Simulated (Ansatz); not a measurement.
NaC+, multiplicity 3 (lowest of 2S+1 = 1, 3, 5 at CCSD(T)/def2-TZVPP on PBE0 minima; our sources give no spin for the ground state, which may be another), most abundant isotopes (12.0000 and 22.9898 u). Constants from fifth-degree fits in 1/R to seven points on the lowest solution found; no spin–orbit coupling, no relativity up to Kr; ω_e x_e and α_e move by some per cent with the fit.

Correlated levels freeze the inner cores; with def2 sets outer-core shells near the valence are correlated too.

Codes used: Ansatz (Gaussian orbitals). 

```json
[
 {"level": "PBE/def2-TZVPP", "r_e (Å)": "2.7336", "ω_e (cm⁻¹)": "178.6", "ω_e x_e (cm⁻¹)": "4.05", "α_e (cm⁻¹)": "0.00761"},
 {"level": "CCSD(T)/def2-QZVPP", "r_e (Å)": "2.7006", "ω_e (cm⁻¹)": "177.8", "ω_e x_e (cm⁻¹)": "3.55", "α_e (cm⁻¹)": "0.00875"}
]
```

Problem. Derive the rotational constants, the centrifugal constant, the fundamental, the zero-point energy and the force constant.

Solution. 
μ = 7.88451 u.
- PBE/def2-TZVPP: B_e = 16.8576/(μ r_e²) = 0.28612 cm⁻¹; B₀ = B_e − α_e/2 = 0.28231 cm⁻¹; D = 4B_e³/ω_e² = 2.94e-06 cm⁻¹; fundamental ω_e − 2ω_e x_e = 171 cm⁻¹; zero-point energy ω_e/2 − ω_e x_e/4 = 88 cm⁻¹; k = μ(2πcω_e)² = 14.8 N/m
- CCSD(T)/def2-QZVPP: B_e = 16.8576/(μ r_e²) = 0.29316 cm⁻¹; B₀ = B_e − α_e/2 = 0.28878 cm⁻¹; D = 4B_e³/ω_e² = 3.19e-06 cm⁻¹; fundamental ω_e − 2ω_e x_e = 171 cm⁻¹; zero-point energy ω_e/2 − ω_e x_e/4 = 88 cm⁻¹; k = μ(2πcω_e)² = 14.7 N/m

Ansatz is a quantum-chemistry and plane-wave program.
